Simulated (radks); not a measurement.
Values are calculated unless marked as measured or tabulated.
Species: K2+. Configuration: [Ne] 3s2 3p5 (the NIST ground configuration). Level of theory: non-relativistic Kohn-Sham, PBE, spin-unpolarised, spherical densities, point nucleus (a radial shooting solver on a logarithmic mesh with Libxc functionals). Some entries of the table are withheld. Estimate them.

orbital,occ.,eigenvalue (hartree),<r^2> (bohr^2),r(max) (bohr)
1s,2,-129.6834,(1),0.05352
2s,2,(2),0.1800,(3)
2p,6,-11.14648,0.1527,0.2634
3s,2,(4),1.768,1.071
3p,5,-1.44104,(5),(6)

Answer. 
(1) 1s <r^2> (bohr^2): 0.008932
(2) 2s eigenvalue (hartree): -13.73680
(3) 2s r(max) (bohr): 0.3202
(4) 3s eigenvalue (hartree): -2.05664
(5) 3p <r^2> (bohr^2): 2.154
(6) 3p r(max) (bohr): 1.132
